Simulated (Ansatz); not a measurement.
Two structures of Si2H7Cl3O2, closed shell, reached by relaxing down either side of one saddle point (PBE0-D4/def2-TZVP). Energies are electronic, without zero-point energy. Ansatz 0.2.0; basis: def2-TZVPP and def2-QZVPP; cores frozen in the correlated methods. Extrapolation: Hartree–Fock as exp(−7.88 √X), correlation as X^−2.97. First:

```
14
angstrom
Si -1.6139 -0.7309 0.3225
Si 0.1483 -0.4854 1.8373
Cl -1.4755 -2.3536 -0.9250
Cl -3.3833 -0.9620 1.3377
Cl -1.8991 0.9410 -0.8642
H 1.3586 0.2342 -1.1772
O 1.2559 -0.6077 -0.6961
H 1.6552 2.6173 -1.4939
O 1.1731 1.8863 -1.8875
H -0.5085 -0.3706 3.1712
H 1.0099 -1.6875 1.8373
H 0.8838 0.7737 1.5792
H 1.1512 -1.2923 -1.3604
H 0.2440 2.0373 -1.6811
```

Second:

Si1  (-1.585, -1.340, -1.028)
Si2  (0.815, 0.712, 2.096)
Cl3  (-2.569, -2.645, -2.221)
Cl4  (-2.051, -1.772, 0.902)
Cl5  (-2.258, 0.557, -1.414)
H6  (2.031, 1.147, -1.685)
O7  (-0.015, -1.445, -1.320)
H8  (-0.343, 1.239, 1.330)
O9  (1.260, 0.941, -1.151)
H10  (0.415, 0.548, 3.518)
H11  (1.238, -0.598, 1.548)
H12  (1.939, 1.680, 2.019)
H13  (0.527, -0.632, -1.239)
H14  (0.598, 1.608, -1.355)
(Å)

(1) Which bonds change from the first to the second?

(2) Give the saddle point's structure and its height above each. (To be estimated.)

The T1 diagnostic stays at or below 0.012.

## Answers

(1) Si₂H₃Cl₃ ([SiH3][Si]([Cl])([Cl])[Cl]) + H₂O + H₂O → SiHCl₃O ([OH][Si]([Cl])([Cl])[Cl]) + SiH₄ + H₂O; bonds formed: Si1–O7, Si2–H8, H6–O9; bonds broken: Si1–Si2, H6–O7, H8–O9.

(2) Computed: 47.45 kcal/mol above the first and 71.15 kcal/mol above the second (CCSD(T) at an estimated basis limit (MP2 extrapolated from triple and quadruple zeta, plus CCSD(T) − MP2 in triple zeta)).
Si1  (-0.884, -0.690, -0.334)
Si2  (0.485, 0.065, 1.668)
Cl3  (-1.333, -2.674, -0.818)
Cl4  (-2.381, -0.589, 1.199)
Cl5  (-1.855, 0.607, -1.676)
H6  (1.092, 0.839, -1.300)
O7  (0.644, -0.767, -1.149)
H8  (0.358, 1.070, 0.078)
O9  (0.881, 1.701, -0.833)
H10  (-0.195, 0.840, 2.728)
H11  (0.447, -1.398, 1.941)
H12  (1.929, 0.438, 1.590)
H13  (0.693, -1.497, -1.775)
H14  (0.117, 2.055, -1.321)
(Å)

Labels in which every atom is bracketed show which atoms are joined, not bond orders.

For scale, one of the runs: CCSD(T)/def2-TZVPP, 370 basis functions, launched by `ansatz run in.yaml --threads 4 --pin off --events-out ev --progress --plain --max-ram 66560MiB --backend cuda --devices 0, --max-vram 37GiB`. Time: 22 s of wall clock on 4 CPU threads of an AMD EPYC 7R13 and a share of one NVIDIA H100; the host was shared. Peak host memory: 1.4 GiB.
